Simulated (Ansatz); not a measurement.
Ansatz (a quantum-chemistry and plane-wave program) input for H8NSi3, SMILES [SiH2]N([SiH3])[SiH3] (connectivity only; charge and spin as stated), charge +1, multiplicity 1, CAM-B3LYP/def2-SVPD. Geometry: PBE-D3(BJ)/def2-SVP. The multiplicity is an assumed one; no other spin state was optimised. The isomer is the one that the SMILES or the coordinates give; other isomers of the formula were not compared.

Ansatz 0.2 input:
```yaml
crystal:
  periodic: [false, false, false]
  atoms:
    - {symbol: Si, position_ang: [0.00000004, 0.00000000, -1.78156969]}
    - {symbol: N, position_ang: [0.00000000, -0.00000001, -0.11358454]}
    - {symbol: Si, position_ang: [1.57137692, 0.00000000, 0.86692296]}
    - {symbol: Si, position_ang: [-1.57137696, 0.00000000, 0.86692290]}
    - {symbol: H, position_ang: [1.30293173, -0.00000001, -2.50241640]}
    - {symbol: H, position_ang: [-1.30293163, -0.00000000, -2.50241646]}
    - {symbol: H, position_ang: [1.53019043, 1.24480436, 1.69234012]}
    - {symbol: H, position_ang: [2.66773487, -0.00000000, -0.15065100]}
    - {symbol: H, position_ang: [1.53019043, -1.24480437, 1.69234012]}
    - {symbol: H, position_ang: [-1.53019050, -1.24480436, 1.69234005]}
    - {symbol: H, position_ang: [-2.66773486, 0.00000000, -0.15065111]}
    - {symbol: H, position_ang: [-1.53019050, 1.24480436, 1.69234006]}
basis:
  gaussian:
    orbitals: def2-SVPD
hamiltonian:
  xc: {name: CAM-B3LYP}
total_charge: 1
```

It prints:

```
WARN ansatz: RAYON_NUM_THREADS=1 ignored (pool sized by the plan → 1); use --threads N
Functional definition: CAM-B3LYP
integrals: 0.11 GiB planned
1398 factors; their error is unknown
integrals: 0.14 GiB planned
672 factors; integrals over basis functions are off by at most 7.3e-6 eV
mean field: 1.07 GiB planned
mean field evaluation 1: about -25227.4360 eV, gradient 7.0e1 eV
mean field evaluation 2: about -25202.5749 eV, gradient 1.1e2 eV
mean field evaluation 4: about -25237.5586 eV, gradient 2.0e0 eV
mean field evaluation 8: about -25237.5691 eV, gradient 5.5e-2 eV
mean field evaluation 16: about -25237.7087 eV, gradient 1.6e-5 eV
mean field -25237.70871641 eV, -927.4686885946 hartree, gradient 1.6e-5 eV, S^2 0.000000; 0 other end points of the search recorded, 0 dependent functions left out
reference -25237.70887789 eV, -927.4686945291 hartree; 28, 28 occupied and 128, 128 virtual orbitals, 1398 factors
Total energy: -25237.70887789 eV, -927.4686945291 hartree
```

Self-consistency was reached.

Cost: about 10 core-seconds (a rough figure).
